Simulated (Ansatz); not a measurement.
Mulliken charges of `[OH][K]` from ωB97M-V/def2-TZVPP in Ansatz (PBE0-D4/def2-TZVP geometry).

```
atom   x (Å)   y (Å)   z (Å)  charge (e)
  O1  -0.369   0.047  -0.197      -0.813
  K2   1.560  -0.316   0.819       0.697
  H3  -1.202   0.204  -0.636       0.116
```

Question: By hand: the dipole of these point charges (1 e Å = 4.8032 D).

Answer: Σ q r = (1.248, -0.235, 0.657) e Å, of length 1.430 e Å = 6.87 D.

Question: How does the dipole of the full density compare? (Best estimate.)

Answer: Computed: (1.289, -0.242, 0.679) e Å, 7.09 D; the point charges give 0.97 times that, at 0° from its direction.

Point charges leave out the atoms' own dipoles, such as those of lone pairs, and Mulliken's split depends on the basis, so the close match here is no proof of good charges.
